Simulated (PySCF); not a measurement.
# Working out the ionisation energy of Si²⁺

Si²⁺ [Ne] 3s2 (1S) → Si³⁺ [Ne] 3s1 (2S). All numbers are calculated (PySCF 2.14, the spin-free X2C one-electron Hamiltonian (Gaussian nucleus), in aug-cc-pCVTZ-DK (8s7p5d3f, 75 functions)). Frozen: nothing. Energies in hartree (1 hartree = 27.21139 eV):

```json
{"part": "UHF", "Si²⁺ (lower)": "-288.597734", "Si³⁺ (upper)": "-287.420978"}
{"part": "MP2 opposite-spin", "Si²⁺ (lower)": "-0.264096", "Si³⁺ (upper)": "-0.227433"}
{"part": "MP2 same-spin", "Si²⁺ (lower)": "-0.087727", "Si³⁺ (upper)": "-0.083344"}
```

**Question.** What does Hartree-Fock give?

**Answer.** (-287.420978) − (-288.597734) = 1.176756 hartree = 32.021 eV.

**Question.** What do MP2 and SCS-MP2 (6/5 opposite-spin, 1/3 same-spin) give?

**Answer.** The opposite-spin parts differ by 0.998 eV and the same-spin parts by 0.119 eV. MP2: 32.021 + (0.998) + (0.119) = 33.138 eV. SCS-MP2: 32.021 + 1.2 × (0.998) + (0.119)/3 = 33.258 eV.

Measured between the centres of the two terms (NIST): 33.493 eV, so MP2 (all electrons) is off by -0.355 eV.

What remains against the reference includes basis incompleteness and correlation beyond second order.
